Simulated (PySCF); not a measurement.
An unknown gives this computed stick spectrum. Method used: TDDFT CAM-B3LYP/def2-SVPD, vertical, gas phase, core orbitals frozen in the response (PySCF 2.14.0, density-fitted response routines). Geometries: GFN2-xTB, one conformer each.

```tsv
state	E (eV)	f	main configurations (H = HOMO, L = LUMO)
S1	5.15	0.0028	H→L+1 (69%), H→L+7 (10%)
S2	5.47	0.013	H→L (80%), H→L+2 (8%)
S3	5.61	0.346	H→L+2 (76%)
S4	5.89	0.021	H→L+3 (88%)
S5	6.32	0.012	H→L+4 (37%), H→L+7 (27%), H→L+8 (14%)
S6	6.48	0.0092	H→L+7 (34%), H→L+4 (30%), H→L+1 (8%)
S7	6.73	0.0037	H→L+5 (44%), H→L+6 (23%), H→L+8 (12%)
S8	6.85	0.024	H→L+8 (30%), H→L+10 (16%), H→L+4 (12%)
```

Orbital energies (eV): HOMO-3 -10.82, HOMO-2 -10.08, HOMO-1 -9.47, HOMO -6.96, LUMO 1.18, LUMO+1 1.27, LUMO+2 1.35.

**Question.** Which structure fits? All have the formula C5H12SSi.
A. `C[SiH2]CC1CSC1`
B. `C1[C@@H](CS[Si@H]1C)C`
C. `CS/C=C(/C)C[SiH3]`
D. `C/C=C/C[SiH2]SC`

**Answer.** C. Its S1 lies at 5.15 eV; the nearest of the others has S1 at 5.55 eV. S1 is HOMO→LUMO+1 (69%), HOMO→LUMO+7 (10%). Löwdin shares by element: HOMO sulfur 42%, carbon 42% or more (atoms not listed hold the other 17%); LUMO silicon 19%, sulfur 17%, carbon 17% or more (atoms not listed hold the other 47%). At the same level the other candidates give, for their lowest levels:
- `C[C@@H]1CS[Si@@H](C)C1`: 5.55 eV (f 0.001); 6.20 eV (f 0.033); 6.65 eV (f 0.013); 6.87 eV (f 0.034); 7.09 eV (f 0.034); T1 5.14 eV; HOMO -7.83, LUMO 1.07 eV
- `C/C=C/C[SiH2]SC`: 5.55 eV (f 0.003); 6.15 eV (f 0.023); 6.45 eV (f 0.176); 6.67 eV (f 0.027); 6.73 eV (f 0.231); T1 4.28 eV; HOMO -7.97, LUMO 0.97 eV
- `C[SiH2]CC1CSC1`: 4.65 eV (f 0.000); 5.90 eV (f 0.026); 6.19 eV (f 0.007); 6.53 eV (f 0.047); 7.05 eV (f 0.028); T1 4.19 eV; HOMO -7.59, LUMO 0.98 eV

The values belong to the conformer `[CH3:1][S:2]/[CH:3]=[C:4](/[CH3:5])[CH2:6][SiH3:7]`: C1–S2–C3–C4 -171°, C3–C4–C6–Si7 -92°.
Triplets come from the Tamm–Dancoff approximation.
